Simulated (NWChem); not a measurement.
System: MgSiH4; SMILES [MgH][SiH3]

Excerpt of the output:

```
             Northwest Computational Chemistry Package (NWChem) 7.3.0
             --------------------------------------------------------

 C1  symmetry detected

                             Geometry "geometry" -> ""
                             -------------------------

 Output coordinates in angstroms (scale by  1.889725989 to convert to a.u.)

  No.       Tag          Charge          X              Y              Z
 ---- ---------------- ---------- -------------- -------------- --------------
    1 Mg                  12.0000     0.05560608    -1.41535431     0.00068359
    2 H                    1.0000    -0.52171440    -3.03554192    -0.00669551
    3 Si                  14.0000     0.01137823     1.06609800     0.00012130
    4 H                    1.0000     1.19373182     1.91694995     0.25512538
    5 H                    1.0000    -0.96961792     1.55370258     1.01099177
    6 H                    1.0000    -0.52896764     1.62376920    -1.26932292

 Effective nuclear repulsion energy (a.u.)      62.8900994451

                                Z-matrix (autoz)
                                --------

 Units are Angstrom for bonds and degrees for angles

      Type          Name      I     J     K     L     M      Value
      ----------- --------  ----- ----- ----- ----- ----- ----------
    1 Stretch                  1     2                       1.71999
    2 Stretch                  1     3                       2.48185
    3 Stretch                  3     4                       1.47883
    4 Stretch                  3     5                       1.49063
    5 Stretch                  3     6                       1.48811
    6 Bend                     1     3     4               124.12337
    7 Bend                     1     3     5               109.79379
    8 Bend                     1     3     6               112.41776
    9 Bend                     2     1     3               159.36486
   10 Bend                     4     3     5               102.76938
   11 Bend                     4     3     6               102.81458
   12 Bend                     5     3     6               102.53002
   13 Torsion                  2     1     3     4         168.70031
   14 Torsion                  2     1     3     5          46.85382
   15 Torsion                  2     1     3     6         -66.59276

  pbe96 is a nonlocal functional; adding pw91lda local functional.

                           NWChem Geometry Optimization
                           ----------------------------

 maximum gradient threshold         (gmax) =   0.000450
 rms gradient threshold             (grms) =   0.000300
 maximum cartesian step threshold   (xmax) =   0.001800
 rms cartesian step threshold       (xrms) =   0.001200
 fixed trust radius                (trust) =   0.300000
 source of zmatrix                         =   autoz

          -------------------
          Energy Minimization
          -------------------

 Using diagonal initial Hessian
 Scaling for Hessian diagonals: bonds = 1.00  angles = 0.25  torsions = 0.10

          --------
          Step   0

                                 NWChem DFT Module
                                 -----------------

 Summary of "ao basis" -> "ao basis" (spherical)
 ------------------------------------------------------------------------------
       Tag                 Description            Shells   Functions and Types
 ---------------- ------------------------------  ------  ---------------------
 Mg                         def2-svp                 8       18   4s3p1d
 H                          def2-svp                 3        5   2s1p
 Si                         def2-svp                 8       18   4s3p1d

[...]

      ----------------------
      Optimization converged
      ----------------------

  Step       Energy      Delta E   Gmax     Grms     Xrms     Xmax
  ---- ---------------- -------- -------- -------- -------- --------
@    9    -491.49277818 -5.6D-08  0.00008  0.00002  0.00044  0.00129
                                     ok       ok       ok       ok

                                Z-matrix (autoz)
                                --------

 Units are Angstrom for bonds and degrees for angles

      Type          Name      I     J     K     L     M      Value     Gradient
      ----------- --------  ----- ----- ----- ----- ----- ---------- ----------
    1 Stretch                  1     2                       1.71495   -0.00001
    2 Stretch                  1     3                       2.59238    0.00008
    3 Stretch                  3     4                       1.51387    0.00001
    4 Stretch                  3     5                       1.51379   -0.00002
    5 Stretch                  3     6                       1.51382   -0.00001
    6 Bend                     1     3     4               113.05489   -0.00003
    7 Bend                     1     3     5               113.15078    0.00002
    8 Bend                     1     3     6               113.10881    0.00000
    9 Bend                     2     1     3               179.93054   -0.00003
   10 Bend                     4     3     5               105.60870    0.00001
   11 Bend                     4     3     6               105.61065    0.00001
   12 Bend                     5     3     6               105.59784   -0.00001
   13 Torsion                  2     1     3     4         169.77675    0.00000
   14 Torsion                  2     1     3     5          49.77582    0.00000
   15 Torsion                  2     1     3     6         -70.25072   -0.00000

                         Geometry "geometry" -> "geometry"
                         ---------------------------------

 Output coordinates in angstroms (scale by  1.889725989 to convert to a.u.)

  No.       Tag          Charge          X              Y              Z
 ---- ---------------- ---------- -------------- -------------- --------------
    1 Mg                  12.0000    -0.18326434    -1.45359412    -0.00239242
    2 H                    1.0000    -0.24130414    -3.16755694    -0.00336790
    3 Si                  14.0000    -0.09866983     1.13740758    -0.00096287
    4 H                    1.0000     1.28710068     1.68518190     0.26620873
    5 H                    1.0000    -0.99277095     1.76148702     1.04911689
    6 H                    1.0000    -0.53067524     1.74669806    -1.31769884

 Effective nuclear repulsion energy (a.u.)      60.8460918455

                Final and change from initial internal coordinates
                --------------------------------------------------

                                Z-matrix (autoz)
                                --------

[...]

 Rotational Constants
 --------------------
 A=   2.875844 cm-1  (  4.137606 K)
 B=   0.154557 cm-1  (  0.222368 K)
 C=   0.154556 cm-1  (  0.222367 K)

 Temperature                      =   298.15K
 frequency scaling parameter      =   1.0000

 Zero-Point correction to Energy  =   17.504 kcal/mol  (  0.027894 au)
 Thermal correction to Energy     =   20.566 kcal/mol  (  0.032774 au)
 Thermal correction to Enthalpy   =   21.158 kcal/mol  (  0.033717 au)

 Total Entropy                    =   67.235 cal/mol-K
   - Translational                =   37.972 cal/mol-K (mol. weight =  55.9933)
   - Rotational                   =   22.668 cal/mol-K (symmetry #  =        1)
   - Vibrational                  =    6.594 cal/mol-K

 Cv (constant volume heat capacity) =   15.582 cal/mol-K
   - Translational                  =    2.979 cal/mol-K
   - Rotational                     =    2.979 cal/mol-K
   - Vibrational                    =    9.623 cal/mol-K

[normal modes left out]

 ----------------------------------------------------------------------------
 Normal Eigenvalue ||           Projected Infra Red Intensities
  Mode   [cm**-1]  || [atomic units] [(debye/angs)**2] [(KM/mol)] [arbitrary]
 ------ ---------- || -------------- ----------------- ---------- -----------
    1        0.000 ||    0.000067           0.002         0.065       0.010
    2        0.000 ||    0.000069           0.002         0.067       0.010
    3        0.000 ||    0.000047           0.001         0.046       0.007
    4        0.000 ||    0.000000           0.000         0.000       0.000
    5        0.000 ||    0.000037           0.001         0.036       0.005
    6        0.000 ||    0.000010           0.000         0.010       0.002
    7      289.537 ||    0.105669           2.438       103.011      15.859
    8      289.627 ||    0.105704           2.439       103.046      15.864
    9      334.430 ||    0.009344           0.216         9.109       1.402
   10      399.978 ||    0.073157           1.688        71.317      10.980
   11      400.014 ||    0.073095           1.686        71.256      10.970
   12      811.904 ||    0.235278           5.428       229.361      35.311
   13      907.362 ||    0.035818           0.826        34.917       5.376
   14      907.415 ||    0.035837           0.827        34.936       5.379
   15     1562.416 ||    0.262851           6.064       256.240      39.449
   16     2107.613 ||    0.070848           1.635        69.066      10.633
   17     2119.717 ||    0.095789           2.210        93.379      14.376
   18     2119.919 ||    0.095716           2.208        93.309      14.365
 ----------------------------------------------------------------------------
```

Level: PBE-D3(BJ)/def2-SVP. The printed entropy takes a lower symmetry number than the molecule has.

Reconstruct the input file.

This is not unique; one that fits is the input that was run:
```
start job
memory heap 200 mb stack 900 mb global 1100 mb
geometry units angstroms
  Mg    -1.182908    -0.685862    -0.132047
  H     -2.698304    -1.153423    -0.797872
  Si     0.960443     0.537512     0.130564
  H      1.814725     0.465133     1.335512
  H      0.727557     2.002043    -0.020710
  H      1.918096     0.247425    -0.970894
end
basis spherical
  * library def2-svp
end
dft
  xc xpbe96 cpbe96
  disp vdw 4
  iterations 150
end
driver
  maxiter 120
end
task dft optimize
task dft freq
```
